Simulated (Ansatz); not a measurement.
Gas-phase electronic energies from Ansatz, PBE0-D4/def2-TZVP geometries. CCSD(T)/CBS adds triple-zeta CCSD(T) − MP2 to the extrapolated MP2 energy (def2 sets, frozen cores). One conformer a species, not always the lowest.

Reaction (ligand exchange at the Si–S bond): `N[Si@@H](F)S[Si@@H](N)F` + `N[SiH](N)O` → `N[Si@H](O)N[Si@@H](N)F` + `N[SiH](F)S`

```
                  species  CCSD(T)/CBS(def2) energy (Eh)
`N[Si@@H](F)S[Si@@H](N)F`                    -1288.81434
             `N[SiH](N)O`                     -477.39589
 `N[Si@H](O)N[Si@@H](N)F`                     -922.32387
             `N[SiH](F)S`                     -843.89255
```

Problem. Work out ΔE.

Solution. ΔE = (-922.32387) + (-843.89255) − (-1288.81434) − (-477.39589) = -0.00619 Eh = -16.3 kJ/mol.

Largest T1 diagnostic among the species: 0.011.
